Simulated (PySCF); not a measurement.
## Telling isomers of C$_{8}$H$_{8}$FP apart by NMR

Averaged over atoms made equivalent by symmetry, fast rotation or ring inversion, non-relativistic Hamiltonian, one conformer, gas phase. GIAO PBE0/pcSseg-1 shieldings; geometry: GFN2-xTB; PySCF 2.14.

Shifts are taken against calculated references (same method and geometry level): TMS for ¹H (31.72 ppm), ¹³C (186.93 ppm). Splittings of carbon signals by F and P are missing where no couplings were computed. Where no couplings were computed, multiplicities follow the n + 1 count of equivalent neighbours, and m marks all less simple cases (inequivalent or close neighbours, rings, F or P nearby). Shifts are as computed. Against solution values, carbons near 30 ppm lie about +3 ppm off and those near 130 ppm about +5 ppm. Of 1211 compounds with measured shifts, 218 miss one by over three times the rms of a fit or turn the order of signals round; such compounds aren't used in these exercises.

(1) Tabulate the signals of `Fc1cccc(C2CC2)p1`, `C=Cc1ccc(C)c(F)p1`, `Cc1ccccc1/P=C/F`, `C/C=P\c1ccc(F)cc1`, `C/C=P\c1cccc(F)c1`, `C=CPc1cccc(F)c1` and their relative energies.

(2) What is the quickest way to tell C=Cc1ccc(C)c(F)p1 from C/C=P\c1ccc(F)cc1?

(3) What is the quickest way to tell Cc1ccccc1/P=C/F from C/C=P\c1cccc(F)c1?

(4) What is the quickest way to tell Fc1cccc(C2CC2)p1 from C/C=P\c1ccc(F)cc1?

Answers

(1) 
```json
{"SMILES": "Fc1cccc(C2CC2)p1", "carbon types": "2×C 4×CH 2×CH2", "δC": "212.3, 194.3, 136.7, 133.5, 124.6, 25.6, 24.0", "δH": "7.75 (m, 1H), 7.64 (m, 1H), 7.53 (m, 1H), 2.02 (m, 1H), 1.48 (m, 2H), 1.00 (m, 2H)", "E rel. (kcal/mol)": "8.6"}
{"SMILES": "C=Cc1ccc(C)c(F)p1", "carbon types": "3×C 3×CH 1×CH2 1×CH3", "δC": "208.4, 176.6, 147.8, 140.6, 136.4, 136.3, 121.3, 17.0", "δH": "7.56 (m, 1H), 7.36 (m, 1H), 7.22 (m, 1H), 6.93 (m, 1H), 5.60 (m, 1H), 2.49 (s, 3H)", "E rel. (kcal/mol)": "2.8"}
{"SMILES": "Cc1ccccc1/P=C/F", "carbon types": "2×C 5×CH 1×CH3", "δC": "225.6, 147.8, 142.8, 138.1, 136.0, 134.5, 132.1, 25.4", "δH": "9.37 (m, 1H), 7.69 (m, 1H), 7.63 (m, 1H), 7.52 (m, 1H), 7.49 (m, 1H), 2.67 (s, 3H)", "E rel. (kcal/mol)": "5.1"}
{"SMILES": "C/C=P\\c1ccc(F)cc1", "carbon types": "2×C 5×CH 1×CH3", "δC": "201.8, 173.4, 143.9, 140.2, 121.4, 24.7", "δH": "8.95 (m, 1H), 7.65 (m, 2H), 7.42 (m, 2H), 2.14 (m, 3H)", "E rel. (kcal/mol)": "0.1"}
{"SMILES": "C/C=P\\c1cccc(F)c1", "carbon types": "2×C 5×CH 1×CH3", "δC": "201.6, 172.2, 151.9, 135.7, 132.7, 125.8, 121.1, 25.0", "δH": "8.96 (m, 1H), 7.71 (m, 1H), 7.44 (m, 1H), 7.33 (m, 1H), 7.32 (m, 1H), 2.19 (m, 3H)", "E rel. (kcal/mol)": "0.0"}
{"SMILES": "C=CPc1cccc(F)c1", "carbon types": "2×C 5×CH 1×CH2", "δC": "172.7, 147.3, 146.8, 135.6, 131.9, 128.2, 124.1, 119.8", "δH": "7.62 (m, 1H), 7.53 (m, 1H), 7.38 (m, 1H), 7.20 (m, 1H), 6.39 (m, 1H), 5.93 (m, 1H), 5.81 (m, 1H), 4.80 (m, 1H)", "E rel. (kcal/mol)": "5.0"}
```

Energies are electronic energies at PBE0/pcSseg-1 on these geometries, without zero-point or thermal terms, each for the one conformer computed, which needn't be the lowest.

(2) Count the carbon signals: 8 against 6. The first has a terminal =CH2 carbon at 121.3 ppm, the second a carbon double-bonded to a heavier main-group atom (CH) at 201.8 ppm. Their most deshielded carbons lie at 208.4 and 201.8 ppm. In the proton spectra the most deshielded non-exchanging signals are 7.56 (m, 1H) and 8.95 (m, 1H).

(3) Both give the same number of carbon signals, with the same numbers of each carbon type, so the positions decide. The first has a carbon double-bonded to a heavier main-group atom (CH) at 225.6 ppm, the second an aromatic carbon bearing fluorine (C) at 172.2 ppm. Their most deshielded carbons lie at 225.6 and 201.6 ppm. In the proton spectra the most deshielded non-exchanging signals are 9.37 (m, 1H) and 8.96 (m, 1H).

(4) Count the carbon signals: 7 against 6. The first has a three-membered-ring carbon (CH) at 25.6 ppm, the second a carbon double-bonded to a heavier main-group atom (CH) at 201.8 ppm. Their most deshielded carbons lie at 212.3 and 201.8 ppm. In the proton spectra the most deshielded non-exchanging signals are 7.75 (m, 1H) and 8.95 (m, 1H).
